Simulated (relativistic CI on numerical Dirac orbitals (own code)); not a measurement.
Transition arrays of Se7+

Computed by Dirac-Coulomb-Breit CI, separate exchange-only KLI orbitals for each configuration, a model potential for QED, valence Slater integrals scaled by 0.9, whole transition arrays (own radial code, finite nucleus).

Configuration list (outside the closed core [Ne] 3s2): 3p⁶3d⁹, 3p⁶3d⁸4f, 3p⁵3d¹⁰, 3p⁶3d⁸4p, 3p⁶3d⁸5f. Levels of other configurations are missing.

All E1 lines from the levels of 3p⁶3d⁹; mean and standard deviation are weighted by gf, and upper levels are sorted by their leading configuration.

```
Upper configuration  Lines   Σgf  Mean (eV)  Mean (nm)  σ (eV)  Strongest line (nm)
           3p⁶3d⁸4f     81  17.0     132.48      9.359    2.35                9.300
            3p⁵3d¹⁰      3   1.9     111.06     11.163    2.30               11.311
           3p⁶3d⁸4p     60   6.0      85.38     14.521    2.21               14.285
           3p⁶3d⁸5f     81  13.5     152.20      8.146    2.43                8.090
```

Σgf per state of the lower configuration in bins of 0.2 nm over the central range (centre: value): 8.1: 0.87, 8.3: 0.45, 8.7: 0.02, 8.9: 0.02, 9.3: 1.17, 9.5: 0.33, 9.7: 0.16, 10.9: 0.06, 11.3: 0.12, 11.5: 0.01, 14.3: 0.22, 14.5: 0.13, 14.7: 0.05, 14.9: 0.13.

(1) How do configuration mixing and the scaling of the Slater integrals move the arrays?

## Answers

(1) Slater scale 0.9, no configuration mixing: 3p⁶3d⁸4f 132.5 ± 2.4 eV (Σgf 18.2), 3p⁵3d¹⁰ 112.1 ± 2.5 eV (Σgf 3.5), 3p⁶3d⁸4p 85.3 ± 2.1 eV (Σgf 5.8), 3p⁶3d⁸5f 152.1 ± 2.5 eV (Σgf 10.4); Slater scale 1: 3p⁶3d⁸4f 132.7 ± 2.6 eV (Σgf 17.1), 3p⁵3d¹⁰ 110.9 ± 2.3 eV (Σgf 1.7), 3p⁶3d⁸4p 85.5 ± 2.5 eV (Σgf 6.0), 3p⁶3d⁸5f 152.3 ± 2.7 eV (Σgf 13.6); Slater scale 0.8: 3p⁶3d⁸4f 132.3 ± 2.1 eV (Σgf 17.0), 3p⁵3d¹⁰ 111.3 ± 2.3 eV (Σgf 2.0), 3p⁶3d⁸4p 85.2 ± 1.9 eV (Σgf 5.9), 3p⁶3d⁸5f 152.1 ± 2.2 eV (Σgf 13.4). With mixing, levels are counted to their leading configuration, so an array can shrink or vanish into another, and the sums then hold other lines.
